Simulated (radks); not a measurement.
Q: Species: Mn XVI. Configuration: [Ne]. Method: Dirac Kohn-Sham, LDA (Slater exchange, Perdew-Wang correlation), spin-unpolarised, spherical densities, point nucleus; computed with a radial shooting solver on a logarithmic mesh with Libxc functionals. Some entries of the table are withheld. Estimate them.

| orbital | occ. | eigenvalue (eV) | <r^2> (bohr^2) |
|---|---|---|---|
| 1s1/2 | 2 | -6901.563 | (1) |
| 2s1/2 | 2 | -1199.381 | 0.08912 |
| 2p1/2 | 2 | (2) | 0.07058 |
| 2p3/2 | 4 | (3) | 0.07208 |

A: 
(1) 1s1/2 <r^2> (bohr^2): 0.004997
(2) 2p1/2 eigenvalue (eV): -1098.989
(3) 2p3/2 eigenvalue (eV): -1088.153
